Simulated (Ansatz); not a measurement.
Reaction (hydrogenolysis of a C–Cl bond): `ClC(Cl)I` + H₂ → `ClCI` + HCl

Computed with Ansatz on PBE0-D4/def2-TZVP structures; ΔE is electronic, products minus reactants. CBS: MP2 limit from def2 TZ/QZ plus the TZ coupled-cluster correction, frozen cores. This one scheme is used for every species. Functionals use def2-TZVPP. B3LYP here is the variant with VWN-RPA as its local correlation; programs differ in this. HSE06 is defined as in plane-wave codes. def2 core potentials past Kr. For I outer-core shells are correlated without core-valence functions, which leaves a few kJ/mol of doubt a bond.

`ClC(Cl)I`:

Z-matrix (Å, degrees):
```
C
Cl 1 1.753
I 1 2.146 2 111.6
Cl 1 1.753 2 111.6 3 -125.6
H 1 1.084 2 108.1 3 115.6
```

H₂:

Cartesian coordinates in Å:
```
H 0.101 0.110 0.342
H -0.101 -0.110 -0.342
```

`ClCI`:

```xyz
5

Cl   -1.068    1.354   -0.119
C    -0.086   -0.072    0.160
I     1.479   -0.338   -1.268
H    -0.716   -0.954    0.097
H     0.391    0.010    1.130
```

HCl:

Cartesian coordinates in Å:
```
Cl 0.187 -0.509 0.338
H -0.187 0.509 -0.338
```

Task: Is it downhill or uphill in electronic energy at CCSD(T)/CBS, and by how much? (Best estimate.)

Result: Computed: Downhill: ΔE = -102.4 kJ/mol.

Task: What do these levels give: LDA (SPW92), PBE-D4, HSE06-D4, B3LYP, HSE06, CCSD(T)/def2-TZVPP? (Estimate.)

Result: The calculation gave: LDA (SPW92) -93.1, PBE-D4 -92.6, HSE06-D4 -103.6, B3LYP -112.0, HSE06 -108.7, CCSD(T)/def2-TZVPP -108.5 kJ/mol.

Largest T1 diagnostic among the species: 0.009.

The D4 term adds +10.4 kJ/mol with B3LYP and +5.3 kJ/mol with PBE0; it sums over pairs of atoms, weighted by their polarisabilities, and B3LYP, whose exchange is more repulsive, gets the larger term. In def2-TZVPP, CCSD(T) changes the Hartree–Fock value by +28.7 kJ/mol (the triples alone add +7.7 kJ/mol) and MP2 by +37.9 kJ/mol.
